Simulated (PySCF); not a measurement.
Si(Cl)(H)(SiH3)2, SMILES [SiH3][SiH]([SiH3])Cl (H₇ClSi₃), CAM-B3LYP/def2-SVP optimised geometry.

```
11

Si     1.17     0.00     0.00
Si    -1.17     0.00     0.00
Si     2.12     1.16    -1.80
Cl     1.79     0.95     1.76
H      1.68    -1.40     0.03
H     -1.68    -0.69    -1.22
H     -1.68    -0.71     1.21
H     -1.67     1.40     0.00
H      3.60     1.17    -1.68
H      1.73     0.51    -3.08
H      1.62     2.57    -1.79
```

Density from CAM-B3LYP/def2-TZVP (PySCF) at that geometry.

Minimum of the electron density along straight lines between bonded atoms, close to the bond critical point (lines longer than 1.1 times the sum of covalent radii, or with two minima, are not listed):

| bond | length / Å | ρ at the minimum / e bohr⁻³ | ∇²ρ there / e bohr⁻⁵ | position (fraction from the first atom) |
|---|---|---|---|---|
| Si1–Si2 | 2.344 | 0.097 | -0.18 | 0.53 |
| Si1–Si3 | 2.344 | 0.097 | -0.18 | 0.53 |
| Si1–Cl4 | 2.093 | 0.092 | 0.18 | 0.36 |
| Si1–H5 | 1.489 | 0.122 | 0.13 | 0.49 |
| Si2–H6 | 1.491 | 0.119 | 0.14 | 0.49 |
| Si2–H7 | 1.488 | 0.120 | 0.15 | 0.49 |
| Si2–H8 | 1.489 | 0.120 | 0.15 | 0.49 |
| Si3–H9 | 1.488 | 0.120 | 0.15 | 0.49 |
| Si3–H10 | 1.491 | 0.119 | 0.14 | 0.49 |
| Si3–H11 | 1.488 | 0.120 | 0.15 | 0.49 |
